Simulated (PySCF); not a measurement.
Broadened absorption spectrum of C8H9P

Species: C8H9P.
Bonds: C1–C2 (aromatic), C2–C3 (aromatic), C3–C4 (aromatic), C4–C5, C5–C6, C6–C7, C4–P8 (aromatic), P8–C9 (aromatic), C1–C9 (aromatic), C5–C7. Hydrogens: H10 on C1; H11 on C2; H12 on C3; H13 on C5; H14, H15 on C6; H16, H17 on C7; H18 on C9.

Theory: TDDFT CAM-B3LYP/def2-SVPD, vertical, gas phase, core orbitals frozen in the response (PySCF). Geometry: PBE0-D3(BJ)/def2-SVP, one conformer, isolated molecule. Torsions of this conformer, `[cH:1]1[cH:2][cH:3][c:4]([CH:5]2[CH2:6][CH2:7]2)[p:8][cH:9]1`: C3–C4–C5–C6 -145°.

Broadening: Gaussians 0.25 eV wide at half height, area fixed by f = 4.319×10⁻⁹ ∫ε dν̃. The width is an assumption, not a result. The curve ends short of the highest state used, and states not computed would add to its high-energy end.

```json
{"E (eV)": "4.17", "ε (L mol⁻¹ cm⁻¹)": "5"}
{"E (eV)": "4.27", "ε (L mol⁻¹ cm⁻¹)": "87"}
{"E (eV)": "4.37", "ε (L mol⁻¹ cm⁻¹)": "653"}
{"E (eV)": "4.47", "ε (L mol⁻¹ cm⁻¹)": "2027"}
{"E (eV)": "4.56", "ε (L mol⁻¹ cm⁻¹)": "2641"}
{"E (eV)": "4.66", "ε (L mol⁻¹ cm⁻¹)": "1725"}
{"E (eV)": "4.76", "ε (L mol⁻¹ cm⁻¹)": "1944"}
{"E (eV)": "4.86", "ε (L mol⁻¹ cm⁻¹)": "5021"}
{"E (eV)": "4.95", "ε (L mol⁻¹ cm⁻¹)": "6833"}
{"E (eV)": "5.05", "ε (L mol⁻¹ cm⁻¹)": "4489"}
{"E (eV)": "5.15", "ε (L mol⁻¹ cm⁻¹)": "1348"}
{"E (eV)": "5.25", "ε (L mol⁻¹ cm⁻¹)": "187"}
{"E (eV)": "5.34", "ε (L mol⁻¹ cm⁻¹)": "20"}
{"E (eV)": "5.44", "ε (L mol⁻¹ cm⁻¹)": "141"}
{"E (eV)": "5.54", "ε (L mol⁻¹ cm⁻¹)": "2306"}
{"E (eV)": "5.64", "ε (L mol⁻¹ cm⁻¹)": "15602"}
{"E (eV)": "5.73", "ε (L mol⁻¹ cm⁻¹)": "40833"}
{"E (eV)": "5.83", "ε (L mol⁻¹ cm⁻¹)": "51198"}
{"E (eV)": "5.93", "ε (L mol⁻¹ cm⁻¹)": "26490"}
{"E (eV)": "6.03", "ε (L mol⁻¹ cm⁻¹)": "6689"}
{"E (eV)": "6.12", "ε (L mol⁻¹ cm⁻¹)": "7758"}
{"E (eV)": "6.22", "ε (L mol⁻¹ cm⁻¹)": "25138"}
{"E (eV)": "6.32", "ε (L mol⁻¹ cm⁻¹)": "36552"}
{"E (eV)": "6.42", "ε (L mol⁻¹ cm⁻¹)": "21928"}
```

(1) Locate the maxima and give the states behind the curve.

(2) Coming from long wavelengths, where does ε first pass 100 L mol⁻¹ cm⁻¹?

(3) On this curve, what absorbance would a 10⁻³ mol/L sample give at 280 nm over a 1 cm path?

Answers

(1) 273 nm (4.55 eV), ε about 2700, made up of S1 (100%); 251 nm (4.95 eV), ε about 6800, made up of S2 (80%) and S3 (20%); 214 nm (5.81 eV), ε about 53000, made up of S5 (100%); 196 nm (6.31 eV), ε about 37000, made up of S6 (100%) (ε in L mol⁻¹ cm⁻¹; maxima over ε = 5, shares over 10%). The states used: S1 4.55 eV (f 0.025); S2 4.93 eV (f 0.051); S3 5.01 eV (f 0.015); S4 5.76 eV (f 0.0001); S5 5.81 eV (f 0.487); S6 6.31 eV (f 0.340); S7 6.49 eV (f 0.0001); S8 6.67 eV (f 0.0023); S9 6.93 eV (f 0.0011); S10 7.02 eV (f 0.0027).

(2) At about 290 nm (4.28 eV), 0.27 eV below S1.

(3) 280 nm is 4.428 eV, where ε is about 1400 L mol⁻¹ cm⁻¹, so A = ε c l ≈ 1.4 (Beer–Lambert, with the gas-phase spectrum and the assumed width).

The vertical ionisation energy (ΔSCF) is 8.41 eV, 1.39 eV above S10.
